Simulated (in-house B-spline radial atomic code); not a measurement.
**RPA and G0W0 on SCAN: Bi IV (Bi3+)**

Configuration [Xe] 4f14 5d10 6s2, mean-field start SCAN. Computed with an all-electron radial atomic-structure program (B-spline basis): all electrons, scalar-relativistic (spin-free one-electron X2C), finite nucleus, each spin shell either full or empty, empty states to l = 9 with an (l + 1/2)⁻⁴ tail; G0W0 by contour deformation at full frequency.

Without the two-electron picture change, the correlation of inner shells comes somewhat too large for so heavy an element.

Command:
```bash
python run_gw.py task.json out
```
Settings (radii: box in bohr, nucleus in fm):
```
Z                        83
electrons                80
configuration            [Xe] 4f14 5d10 6s2
hamiltonian              x2c
method                   scan,scan
lmax                     9
rms_radius               5.5211
spin_polarised           False
box_radius               14.14
intervals                68
ion_configuration        [Xe] 4f14 5d10 6s1
```

Time taken, with all properties: 20 s on 1 thread of Arm Neoverse N1, with other jobs on the host.

Energies (hartree):

```csv
term,value
mean-field total,-21534.76351
Hartree-Fock functional on these orbitals,-21527.68231
direct second order,-8.2404
second-order exchange,2.032
SOSEX correction,1.9069
```

Task: What is the RPA correlation energy, and what remains with SOSEX?

Result: RPA gives -7.2226 hartree (-2.46 eV per electron); RPA + SOSEX gives -5.3157, and the second-order doubles -6.2084 hartree (no singles). SOSEX takes back 26 % of the RPA value.

Quasi-particle levels (eV):

```
level  occupied  mean field  Σx - vxc     Σc  QP weight     G0W0
   6s       yes      -40.34     -2.62      ?          ?        ?
   5d       yes      -55.39     -8.15   0.34      0.930   -63.20
   6p        no     -27.520      5.21  -1.46      0.962  -23.774
```

G0W0 = mean field + (Σx - vxc) + Σc, with Σc (partial-wave tail included) taken at the quasi-particle energy. Only the outer levels were computed. Levels of low weight are left out.

Task: Where does G0W0 put 6s?

Result: At -45.33 eV, with Σc = -2.37 eV and a quasi-particle weight of 0.958. The tabulated removal energy is 45.37 ± 0.06 eV (NIST, measured); the calculation leaves out spin-orbit coupling, Breit and QED terms, and what these don't explain is the method's own error.

Task: What does it cost to remove one electron (to [Xe] 4f14 5d10 6s1) by differences of total energies, each species on its own start (correlation terms add to the Hartree-Fock functional)?

Result: SCAN 44.93 eV, Hartree-Fock functional 42.45 eV, + RPA 45.20 eV, + RPA + SOSEX 44.58 eV, + second order 46.35 eV. Tabulated: 45.37 ± 0.06 eV (NIST, measured); the calculation leaves out spin-orbit coupling, Breit and QED terms, and what these don't explain is the method's own error.
